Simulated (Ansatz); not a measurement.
Consider the ligand exchange at the Si–C bond: `[SiH3]/C=C/[SiH3]` + `CNCS` → `CNCS[SiH3]` + `C=C[SiH3]`.

Isolated molecules relaxed with PBE0-D4/def2-TZVP in Ansatz; ΔE leaves out vibrations. CCSD(T)/CBS is the MP2 limit (def2-TZVPP, def2-QZVPP) plus CCSD(T) − MP2 in def2-TZVPP, frozen cores. This one scheme is used for every species. DFT in def2-TZVPP. B3LYP here is the variant with VWN-RPA as its local correlation; programs differ in this. One conformer a species, not always the lowest.

`[SiH3]/C=C/[SiH3]`:

Z-matrix (Å, degrees):
```
Si
C 1 1.864
H 1 1.488 2 110.6
H 1 1.486 2 108.8 3 120.4
H 1 1.488 2 110.6 3 -119.2
C 2 1.337 1 123.6 3 -120.6
H 2 1.091 1 118.1 3 59.4
Si 6 1.864 2 123.6 1 -180.0
H 6 1.091 2 118.3 1 0.0
H 8 1.488 6 110.6 2 -120.5
H 8 1.488 6 110.6 2 120.3
H 8 1.486 6 108.8 2 -0.1
```

`CNCS`:

```xyz
11

C    -0.558    1.075    1.016
N    -0.503   -0.259    0.462
C     0.571   -0.437   -0.475
S     0.600   -2.184   -0.977
H    -1.416    1.156    1.686
H    -0.634    1.873    0.259
H     0.342    1.264    1.608
H    -1.381   -0.513    0.027
H     1.510   -0.184    0.025
H     0.496    0.182   -1.383
H     0.974   -1.973   -2.248
```

`CNCS[SiH3]`:

```xyz
14

C     0.656    1.590    1.647
N    -0.559    0.863    1.352
C    -0.612    0.243    0.083
S     0.684   -1.104   -0.148
Si    0.043   -1.853   -2.022
H     0.792    2.380    0.903
H     1.560    0.965    1.642
H     0.566    2.065    2.625
H    -0.788    0.210    2.089
H    -1.586   -0.225   -0.066
H    -0.441    0.985   -0.699
H     0.143   -0.819   -3.089
H    -1.377   -2.300   -1.960
H     0.920   -3.001   -2.356
```

`C=C[SiH3]`:

Cartesian coordinates in Å:
```
C 0.404 -1.195 -0.890
C -0.454 -0.564 -0.094
Si -0.097 1.091 0.675
H 1.373 -0.771 -1.136
H 0.179 -2.162 -1.332
H -1.410 -1.043 0.113
H -1.105 2.101 0.252
H 1.256 1.539 0.252
H -0.146 1.006 2.160
```

```json
{"level": "PBE-D4", "ΔE (kcal/mol)": "-17.4"}
{"level": "PBE0-D4", "ΔE (kcal/mol)": "-17.1"}
{"level": "B3LYP-D4", "ΔE (kcal/mol)": "-16.6"}
{"level": "ωB97X-V", "ΔE (kcal/mol)": "-15.9"}
{"level": "ωB97M-V", "ΔE (kcal/mol)": "-16.0"}
{"level": "SCS-MP2/def2-TZVPP", "ΔE (kcal/mol)": "-15.7"}
{"level": "MP2/def2-QZVPP", "ΔE (kcal/mol)": "-16.9"}
{"level": "CCSD/CBS(def2)", "ΔE (kcal/mol)": "-15.7"}
```

Problem. What does CCSD(T)/CBS give? (An estimate is asked.)

Solution. Ansatz gave: -16.2 kcal/mol. The listed levels differ from it by -1.2, -0.9, -0.4, 0.3, 0.2, 0.5, -0.7, 0.5 kcal/mol.

Largest T1 diagnostic among the species: 0.012.

The D4 term adds −0.8 kcal/mol with B3LYP and −0.4 kcal/mol with PBE0; it sums over pairs of atoms, weighted by their polarisabilities, and B3LYP, whose exchange is more repulsive, gets the larger term.
